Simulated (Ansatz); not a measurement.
Consider the substitution at a C–C bond: `CC(C)(C)C(C)(C)C` + `NB(F)[SiH3]` → `CNB(F)[SiH3]` + `CC(C)C(C)(C)C`.

Isolated molecules relaxed with PBE0-D4/def2-TZVP in Ansatz; ΔE leaves out vibrations. CBS: MP2 limit from def2 TZ/QZ plus the TZ coupled-cluster correction, frozen cores. DFT in def2-TZVPP. Each species was taken in one conformer, which may not be the lowest.

`CC(C)(C)C(C)(C)C`:

```xyz
26

C    -1.393   -1.216   -0.638
C    -0.784    0.013    0.040
C    -1.264    0.029    1.493
C    -1.353    1.255   -0.651
C     0.784   -0.013   -0.040
C     1.261   -0.330   -1.459
C     1.368   -1.075    0.895
C     1.381    1.338    0.360
H    -1.240   -1.204   -1.719
H    -0.981   -2.150   -0.248
H    -2.472   -1.237   -0.461
H    -0.814    0.841    2.068
H    -1.046   -0.910    2.004
H    -2.348    0.172    1.520
H    -1.102    2.171   -0.113
H    -2.443    1.187   -0.691
H    -0.995    1.356   -1.678
H     0.826    0.344   -2.201
H     2.347   -0.220   -1.515
H     1.021   -1.354   -1.750
H     1.218   -0.820    1.946
H     0.935   -2.062    0.720
H     2.446   -1.158    0.730
H     1.029    1.671    1.339
H     1.149    2.118   -0.367
H     2.470    1.256    0.416
```

`NB(F)[SiH3]`:

```xyz
9

N    -1.634    0.207    0.141
B    -0.414   -0.284    0.596
F    -0.410   -0.974    1.748
Si    1.328    0.005   -0.406
H    -2.497    0.064    0.641
H    -1.727    0.733   -0.710
H     2.301    0.771    0.422
H     1.961   -1.293   -0.769
H     1.092    0.771   -1.664
```

`CNB(F)[SiH3]`:

Z-matrix (Å, degrees):
```
C
N 1 1.443
H 1 1.094 2 111.5
H 1 1.089 2 109.6 3 119.5
H 1 1.094 2 111.4 3 -121.0
B 2 1.390 1 128.7 3 -119.3
H 2 1.011 1 114.5 3 60.6
Si 6 2.032 2 126.8 1 -0.0
F 6 1.349 2 116.6 1 180.0
H 8 1.490 6 109.9 2 -120.1
H 8 1.490 6 109.9 2 121.6
H 8 1.490 6 113.8 2 0.7
```

`CC(C)C(C)(C)C`:

Cartesian coordinates in Å:
```
C -0.173 0.107 2.027
C -0.731 -0.087 0.622
C -1.730 1.026 0.325
C 0.361 -0.254 -0.467
C -0.298 -0.541 -1.817
C 1.252 -1.447 -0.123
C 1.235 0.991 -0.601
H 0.481 -0.710 2.336
H 0.390 1.041 2.108
H -0.991 0.161 2.750
H -1.290 -1.034 0.621
H -2.231 0.896 -0.635
H -1.246 2.007 0.324
H -2.503 1.050 1.096
H 0.461 -0.780 -2.566
H -0.979 -1.395 -1.749
H -0.865 0.315 -2.188
H 0.656 -2.351 0.040
H 1.947 -1.650 -0.942
H 1.849 -1.270 0.774
H 0.651 1.868 -0.888
H 1.760 1.220 0.329
H 1.993 0.836 -1.375
```

CCSD(T)/CBS gives +34.5 kJ/mol.

Task: Another level gave +24.4 kJ/mol. Which?
A. HF/def2-TZVPP
B. CCSD(T)/def2-TZVPP
C. PBE-D4/def2-TZVPP
D. MP2/def2-TZVPP

Result: C. PBE-D4 24.4, HF/def2-TZVPP 13.8, MP2/def2-TZVPP 41.4, CCSD(T)/def2-TZVPP 35.2 kJ/mol.

Largest T1 diagnostic among the species: 0.013.

The D4 term adds +9.5 kJ/mol with B3LYP and +5.4 kJ/mol with PBE0; it sums over pairs of atoms, weighted by their polarisabilities, and B3LYP, whose exchange is more repulsive, gets the larger term. In def2-TZVPP, CCSD(T) changes the Hartree–Fock value by +21.4 kJ/mol (the triples alone add +2.9 kJ/mol) and MP2 by +27.6 kJ/mol. From PBE to PBE0 (25 % exact exchange), in def2-TZVPP and without D4, ΔE moves by +3.2 kJ/mol.

B3LYP here is the variant with VWN-RPA as its local correlation; programs differ in this.
